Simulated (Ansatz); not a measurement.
One change: `[OH][Al]([SH])[SH]` becomes `C[O][Al]([OH])[SH]`.

Ansatz, PBE0-D4/def2-TZVP geometries, multiplicity 1. Each molecule was computed in one conformer, which needn't be the lowest.

```json
{"property": "HOMO–LUMO gap (PBE/def2-TZVPP) / eV", "`[OH][Al]([SH])[SH]`": "5.09"}
{"property": "size of the dipole moment (B3LYP/def2-TZVPP) / D", "`[OH][Al]([SH])[SH]`": "1.25"}
{"property": "HOMO energy (PBE/def2-TZVPP) / eV", "`[OH][Al]([SH])[SH]`": "-6.46"}
{"property": "zero-point energy (PBE0-D4/def2-TZVP) / kJ/mol", "`[OH][Al]([SH])[SH]`": "86.0"}
{"property": "HOMO energy (PBE0/def2-TZVPP) / eV", "`[OH][Al]([SH])[SH]`": "-7.69"}
{"property": "LUMO energy (ωB97M-V/def2-TZVPP) / eV", "`[OH][Al]([SH])[SH]`": "1.05"}
```

Problem. Give the same properties after the change, and the shifts. (Best estimate.)

Solution. The calculation gave: 
| property | `C[O][Al]([OH])[SH]` | shift |
| --- | --- | --- |
| HOMO–LUMO gap (PBE/def2-TZVPP) / eV | 5.12 | 0.03 |
| size of the dipole moment (B3LYP/def2-TZVPP) / D | 1.17 | -0.08 |
| HOMO energy (PBE/def2-TZVPP) / eV | -6.41 | 0.05 |
| zero-point energy (PBE0-D4/def2-TZVP) / kJ/mol | 171.5 | 85.5 |
| HOMO energy (PBE0/def2-TZVPP) / eV | -7.71 | -0.02 |
| LUMO energy (ωB97M-V/def2-TZVPP) / eV | 1.14 | 0.09 |

The zero-point energy changes by 85.5 kJ/mol with +9 modes. Dipoles are sizes alone; their direction can turn.

B3LYP here is the variant with VWN-RPA as its local correlation; programs differ in this.
